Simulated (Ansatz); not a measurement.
The lowest singlet and triplet of H2Si2 (SMILES [Si]=[SiH2]); geometries from B3LYP-D3(BJ)/def2-TZVP, each state relaxed from the structure named, with no frequency check.
Singlet (charge 0, multiplicity 1):
```xyz
4

Si     1.22700    -0.05796     0.01106
Si    -0.97030     0.04584    -0.00875
H     -1.85504    -1.14480    -0.01104
H     -1.73877     1.31457    -0.02137
```
Triplet (charge 0, multiplicity 3):
```xyz
4

Si     1.276    -0.061     0.012
Si    -1.005     0.048    -0.009
H     -1.959    -1.098    -0.018
H     -1.845     1.279    -0.016
```

A positive gap puts the triplet lower; no zero-point energy. R- takes a restricted singlet. U- takes an unrestricted singlet (broken symmetry where lower, unprojected). The triplet is unrestricted in single-reference levels.

The values were computed with Ansatz (an electronic-structure program). 

One of these levels gives -6.69 kcal/mol for the gap E(singlet) − E(triplet), adiabatic. Which?
A. U-B3LYP/def2-TZVPP (spin-contaminated)
B. R-PBE/def2-TZVPP
C. U-PBE0/def2-TZVPP (spin-contaminated)
D. R-HF/cc-pV(T+d)Z

A, U-B3LYP/def2-TZVPP (spin-contaminated). The others give 8.75 (R-HF/cc-pV(T+d)Z), -5.47 (R-PBE/def2-TZVPP), -3.86 (U-PBE0/def2-TZVPP (spin-contaminated))

Doubts at one or more of the structures used: a restricted determinant that unrestricted orbitals would lower (R-HF/cc-pV(T+d)Z, R-PBE/def2-TZVPP).
